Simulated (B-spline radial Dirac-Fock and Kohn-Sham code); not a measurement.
## Scattering functions of Sr¹⁵⁺

System: the Sr¹⁵⁺ ion in the configuration 1s2 2s2 2p6 3s2 3p6 3d5.

The run's input, task.json:

```json
{"items": [{
  "Z": 38,
  "q": 15,
  "cfg": [[1, 0, 2], [2, 0, 2], [2, 1, 6], [3, 0, 2], [3, 1, 6], [3, 2, 5]],
  "A": 88,
  "rrms": 4.224,
  "do": ["scatter"],
  "s": [0.0, 0.05, 0.1, 0.15, 0.2, 0.25, 0.3, 0.35, 0.4, 0.45, 0.5, 0.6, 0.7, 0.8, 0.9, 1.0, 1.1, 1.2, 1.4, 1.6, 1.8, 2.0, 2.5, 3.0, 3.5, 4.0, 5.0, 6.0],
  "pz": [0, 0.1, 0.14, 0.2, 0.29, 0.42, 0.6, 0.86, 1.2, 1.8, 2.5, 3.6, 5.1, 7.4, 11.0, 15.0, 22.0, 31.0, 44.0, 63.0, 90.0],
  "hv_scatter": [5000, 17479.3, 30000, 50000, 100000, 200000, 500000, 1000000]
}]}
```

Launch: `python xray_run.py task.json out`

Method: relativistic Hartree-Fock (Dirac-Fock) wave functions, averaged over the configuration. Computed with a radial B-spline solver. f₀ is the Fourier transform of the spherical electron density, S the Waller-Hartree incoherent function, and s = sin θ/λ. The electron scattering factor follows from the Mott-Bethe formula f_e = 0.023934 Å⁻¹·(Z − f₀)/s².

| s (Å⁻¹) | f₀ | S | f_e (Å) |
| --- | --- | --- | --- |
| 0 | 23.000 | 0.000 | – |
| 0.05 | 22.939 | 0.057 | 144.185 |
| 0.1 | 22.759 | 0.225 | 36.478 |
| 0.15 | 22.463 | 0.500 | 16.527 |
| 0.2 | 22.058 | 0.872 | 9.539 |
| 0.25 | 21.554 | 1.331 | 6.298 |
| 0.3 | 20.962 | 1.864 | 4.531 |
| 0.35 | 20.294 | 2.456 | 3.459 |
| 0.4 | 19.564 | 3.094 | 2.758 |
| 0.45 | 18.787 | 3.763 | 2.271 |
| 0.5 | 17.976 | 4.450 | 1.917 |
| 0.6 | 16.308 | 5.834 | 1.442 |
| 0.7 | 14.660 | 7.175 | 1.140 |
| 0.8 | 13.109 | 8.429 | 0.931 |
| 0.9 | 11.707 | 9.573 | 0.777 |
| 1 | 10.484 | 10.604 | 0.659 |
| 1.1 | 9.445 | 11.524 | 0.565 |
| 1.2 | 8.583 | 12.343 | 0.489 |
| 1.4 | 7.309 | 13.726 | 0.375 |
| 1.6 | 6.466 | 14.840 | 0.295 |
| 1.8 | 5.874 | 15.763 | 0.237 |
| 2 | 5.404 | 16.549 | 0.195 |
| 2.5 | 4.380 | 18.112 | 0.129 |
| 3 | 3.444 | 19.251 | 0.092 |
| 3.5 | 2.677 | 20.063 | 0.069 |
| 4 | 2.119 | 20.633 | 0.054 |
| 5 | 1.497 | 21.352 | 0.035 |
| 6 | 1.219 | 21.801 | 0.024 |

f₀ starts at the number of electrons, 23, and has fallen to half at s ≈ 0.92 Å⁻¹. The sum of ⟨r²⟩ over the electrons is 3.298 bohr². For an ion f_e diverges as s goes to zero, because of the net charge.
